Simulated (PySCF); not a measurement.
Working out the ionisation energy of Pb⁺

Pb⁺ [Xe] 4f14 5d10 6s2 6p1 (2P) → Pb²⁺ [Xe] 4f14 5d10 6s2 (1S). All numbers are calculated (PySCF 2.14, the spin-free X2C one-electron Hamiltonian (Gaussian nucleus), in x2c-TZVPPall (11s7p6d3f, 83 functions)). Frozen: [Kr] 4d10 4f14. Energies in hartree (1 hartree = 27.21139 eV):

```csv
part,Pb⁺ (lower),Pb²⁺ (upper)
UHF,-20879.632375,-20879.145919
CCSD correlation,-0.444427,-0.432822
(T),-0.008950,-0.008285
```

Question: What does Hartree-Fock give?

Answer: (-20879.145919) − (-20879.632375) = 0.486456 hartree = 13.237 eV.

Question: What do CCSD and CCSD(T) give?

Answer: The CCSD correlation energies differ by 0.011605 hartree = 0.316 eV and the triples by 0.000665 hartree = 0.018 eV, so CCSD gives 13.553 eV and CCSD(T) 13.571 eV.

Measured between the centres of the two terms (NIST): 13.869 eV, so CCSD(T) (valence and next inner shell) is off by -0.298 eV.

What remains against the reference includes basis incompleteness, the frozen core and higher excitations.
